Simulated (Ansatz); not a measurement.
silicon atom (Si), triplet.

The Ansatz (a quantum-chemistry and plane-wave program) input:
Ansatz 0.2 input:
```yaml
crystal:
  periodic: [false, false, false]
  atoms:
    - {symbol: Si, position_ang: [0.00000000, 0.00000000, 0.00000000]}
basis:
  gaussian:
    orbitals: STO-3G
hamiltonian:
  xc: b3lyp
magnetization: {spin_polarized: true, initial_magnetization: 2}
```

Q: What number of basis functions does Ansatz with B3LYP/STO-3G give?

A: 9

Q: Predict the total energy from B3LYP/STO-3G.

A: -285.942090 Ha
